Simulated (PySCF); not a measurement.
Compound: cyclo-(Cl2GeS)2.
Z-matrix (Å and degrees, PBE0-D3(BJ)/def2-SVP geometry), rows numbered from 1:
```
Ge
Cl  1  2.1350
Cl  1  2.1327  2  106.87
S   1  2.2249  2  113.29  3   124.66
Ge  4  2.2235  1   81.09  2   119.54
Cl  5  2.1331  4  112.50  1  -119.25
Cl  5  2.1347  4  112.72  1   119.87
S   1  2.2235  2  112.48  3  -124.21
```

Method used: PBE0-D3(BJ)/def2-SVP geometry optimisation, gas phase (PySCF).

Take the most abundant isotopes and a rigid rotor. The values belong to one conformer.

Q: What are A, B and C (MHz)?

A: Ia = 593.42, Ib = 1524.48, Ic = 1752.60 u·Å²; 505379 MHz·u·Å²/I gives A = 851.6, B = 331.5, C = 288.4 MHz.

Q: What kind of rotor is it?

A: An asymmetric top; Ray's κ = -0.847.

Q: What does the inertial defect say?

A: Not planar: Δ = Ic − Ia − Ib = -365.29 u·Å². For a rigid frame Δ = −2 Σ m c², so Σ m c² = 182.65 u·Å² lies off the ab plane. The atom farthest from that plane is 1.69 Å away.

Q: Where do the levels up to J = 3 lie, in cm⁻¹?

A: Above 0(0,0):
J = 1: 1(0,1) 0.0207, 1(1,1) 0.0380, 1(1,0) 0.0395
J = 2: 2(0,2) 0.0619, 2(1,2) 0.0779, 2(1,1) 0.0823, 2(2,1) 0.1343, 2(2,0) 0.1344
J = 3: 3(0,3) 0.1236, 3(1,3) 0.1378, 3(1,2) 0.1464, 3(2,2) 0.1963, 3(2,1) 0.1968, 3(3,1) 0.2867, 3(3,0) 0.2867
The levels of one J sum to (2J + 1)J(J + 1)(A + B + C)/3.

The point group D2h allows no dipole (computed: 0.01 D), so a rigid rotor has no electric-dipole lines.

Q: Estimate the classical rotational partition function at 10 K, 200 K and 500 K.

A: Point group D2h, symmetry number σ = 4; q = (√π/σ)·√((kT/h)³/(ABC)), k/h = 20836.6 MHz/K: 4670 at 10 K, 418000 at 200 K, 1650000 at 500 K.

Whether it is a minimum is left open (no frequencies). Constants of a rigid frame at the computed geometry: no zero-point averaging, no centrifugal distortion. Quadrupole hyperfine structure (35Cl) is left out.

Hardware: AMD EPYC, one thread, on a shared host. Cost: 9.6 min, 1.1 GiB resident at most. This is the geometry optimisation.
